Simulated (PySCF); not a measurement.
From a computed spectrum to the compound

A species of 9 atoms with charge 1 has these harmonic modes (B3LYP, small Gaussian bases with core potentials, PySCF 2.14.0):

```json
{"cm⁻¹": "56", "km/mol": "2.3", "symmetry": ""}
{"cm⁻¹": "79", "km/mol": "5.2", "symmetry": ""}
{"cm⁻¹": "88", "km/mol": "2.4", "symmetry": ""}
{"cm⁻¹": "90", "km/mol": "1.9", "symmetry": ""}
{"cm⁻¹": "92", "km/mol": "1.2", "symmetry": ""}
{"cm⁻¹": "97", "km/mol": "0.8", "symmetry": ""}
{"cm⁻¹": "137", "km/mol": "13.7", "symmetry": ""}
{"cm⁻¹": "158", "km/mol": "33.0", "symmetry": ""}
{"cm⁻¹": "173", "km/mol": "36.8", "symmetry": ""}
{"cm⁻¹": "289", "km/mol": "0.0", "symmetry": ""}
{"cm⁻¹": "315", "km/mol": "7.1", "symmetry": ""}
{"cm⁻¹": "315", "km/mol": "7.1", "symmetry": ""}
{"cm⁻¹": "319", "km/mol": "4.8", "symmetry": ""}
{"cm⁻¹": "683", "km/mol": "0.0", "symmetry": ""}
{"cm⁻¹": "714", "km/mol": "12.6", "symmetry": ""}
{"cm⁻¹": "719", "km/mol": "12.6", "symmetry": ""}
{"cm⁻¹": "730", "km/mol": "2.8", "symmetry": ""}
{"cm⁻¹": "2635", "km/mol": "26.4", "symmetry": ""}
{"cm⁻¹": "2640", "km/mol": "27.4", "symmetry": ""}
{"cm⁻¹": "2642", "km/mol": "23.1", "symmetry": ""}
{"cm⁻¹": "2647", "km/mol": "21.1", "symmetry": ""}
```

(1) Which species is it, and in which structure?

Answers

(1) [Bi(SH)4]+ (singlet):
```xyz
9

Bi    0.0003    0.0000   -0.0022
S    -0.1198   -1.6943    1.8647
H    -0.6559   -0.8018    2.7376
S     0.1403   -1.3233   -2.1467
H    -0.6903   -2.2947   -1.6805
S     2.0008    1.5363    0.0242
H     2.8305    0.5832   -0.4767
S    -2.0225    1.4833    0.2707
H    -1.5108    2.4573   -0.5282
```
Ideal gas at 298.15 K and 1 bar: S = 465.8 J/(mol K), Cp = 147.5 J/(mol K), H − H(0 K) = 32.4 kJ/mol (rigid rotor, harmonic modes, spin degeneracy alone; the modes under 60 cm⁻¹ make these uncertain). 
 This is one of several that fit.
